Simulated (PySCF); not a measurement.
C4H2BrF, SMILES C#C/C(F)=C\Br. The structure is a stationary point at B3LYP-D3(BJ)/def2-SVP. The structure was generated by enumeration; whether it is a known compound was not checked.

Computed equilibrium geometry at B3LYP-D3(BJ)/def2-SVP (PySCF confirms it by a frequency run) as bond lengths and angles, and its point group:
point group Cs.
Atoms: C1 C2 C3 F4 C5 Br6 H7 H8. Bonds (Å): C1–C2 1.213, C1–H7 1.074, C2–C3 1.422, C3–F4 1.346, C3–C5 1.344, C5–Br6 1.875, C5–H8 1.091. Angles (°): C2–C1–H7 179.7, C1–C2–C3 179.5, C2–C3–F4 114.9, C2–C3–C5 127.1, F4–C3–C5 118.0, C3–C5–Br6 123.5, C3–C5–H8 120.5, Br6–C5–H8 115.9.
Charge 0, spin multiplicity 1.
